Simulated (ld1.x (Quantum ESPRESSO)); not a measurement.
silicon: one change to an ultrasoft potential, before and after

```json
{
 "Element": "silicon",
 "Generator": "ld1.x (Quantum ESPRESSO) 7.5",
 "Type": "ultrasoft",
 "Functional": "PBE",
 "Relativity": "scalar-relativistic",
 "Frozen core": "[Ne]",
 "Valence charge": "4",
 "Reference configuration": "3s1 3p3",
 "Partial waves": "3s (bound): rcut 1.40, rcutus 1.65 bohr; 3s channel at 4.35 Ry: rcut 1.40, rcutus 1.65 bohr; 3p (bound): rcut 1.10, rcutus 1.45 bohr; 3p channel at 2.25 Ry: rcut 1.10, rcutus 1.45 bohr",
 "Local potential": "all-electron potential smoothed inside 1.15 bohr (lloc = -2)",
 "Core correction": "Bessel-smoothed model core, default radius (core density twice the valence density)",
 "Augmentation charge": "PSQ, inside the norm-conserving radii"
}
```

All-electron outer shells of the reference configuration (PBE, scalar-relativistic, ld1.x):

```
shell  level (eV)  outermost node (bohr)  outermost maximum (bohr)
   2s     -141.15                   0.15                      0.45
   2p      -97.20                      –                      0.39
   3s      -11.56                   0.72                      1.77
   3p       -4.67                   0.72                      2.11
```

Change: waves 3p (bound): rcut 1.10, rcutus 1.32 bohr; 3p channel at 2.25 Ry: rcut 1.10, rcutus 1.32 bohr.

Cutoffs: the cutoffs (Ry, on a coarse ladder) from which the occupation-weighted sum of valence levels, in a spherical-Bessel basis at the reference potential, stays within 10 and 1 mRy of its value at 400 Ry; they do not see the model core or the augmentation charge, which bear on the density cutoff. Errors are all-electron minus pseudo energies relative to the spin-unpolarised reference configuration.

Question: What does the change do?

Answer: The potential gets softer (15 Ry and 25 Ry → 12 Ry and 18 Ry); a bound ghost appears in p, which as a rule spoils a file; of the 7 tests that both files solve, the error grows in 3 and shrinks in 0 by more than 15 % and 0.3 meV (median size 0.4 → 1.3 meV); the range in which the p phases agree widens (upper end 1.6 → at the end of the scan). That the errors move this way runs against the usual rule that smaller radii transfer better.

| quantity | base | changed |
| --- | --- | --- |
| cutoff, loose | 15 Ry | 12 Ry |
| cutoff, tight | 25 Ry | 18 Ry |
| bound ghosts | none | p |
| error for 3s2 3p2, meV [ΔE -6.81 eV] | +0.2 | -0.2 |
| error for 3s2 3p1, meV [ΔE 0.93 eV] | -0.9 | -1.3 |
| error for 3s2 3p0, meV [ΔE 16.92 eV] | -6.9 | -8.2 |
| error for 3s1 3p2, meV [ΔE 8.36 eV] | 0.0 | -1.5 |
| error for 3s1 3p0, meV [ΔE 50.89 eV] | -27 | -30 |
| error for 3s2 3p2.3, meV [ΔE -7.74 eV] | +0.4 | -0.3 |
| error for 3s2 3p1.5, meV [ΔE -3.89 eV] | -0.2 | -0.3 |
| s: phases at 1.81 bohr within 0.05 rad from the reference energy up to (Ry; the scan ends near 5) | to the end of the scan | to the end of the scan |
| p: phases at 1.81 bohr within 0.05 rad from the reference energy up to (Ry; the scan ends near 5) | 1.6 | to the end of the scan |
| lowest overlap eigenvalue by channel | s 0.55, p 0.77 | s 0.55, p 0.79 |

 A true bound ghost makes a file unfit for plane-wave use even where its test errors are small: the radial tests pick states by their node count and pass the ghost by.
